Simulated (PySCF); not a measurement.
ScF2, SMILES [F][Sc][F] (connectivity only; charge and spin as stated), neutral, multiplicity 2. Atoms are numbered in the order given.

```xyz
3

Sc     0.0000     0.0000     0.4229
F      0.0000     1.5777    -0.4934
F      0.0000    -1.5777    -0.4934
```
Charge 0, spin multiplicity 2.

Coordinates come from a PBE0-D3(BJ)/def2-TZVP optimisation. The multiplicity is an assumed one; other spin states were not compared. The isomer is the one that the SMILES or the coordinates give; other isomers of the formula were not compared.

These are B3LYP/def2-TZVPD (PySCF) values and carry that method's errors.

Mulliken values depend strongly on the basis, most of all with diffuse functions as here. ESP charges are fitted to the potential on shells at 1.4 to 2.0 van der Waals radii. Atomic charges (e):

```
atom  ESP fit  meta-Löwdin  Mulliken spin
----  -------  -----------  -------------
Sc1      0.75         1.04           1.01
F2      -0.37        -0.52          -0.01
F3      -0.37        -0.52          -0.01
```
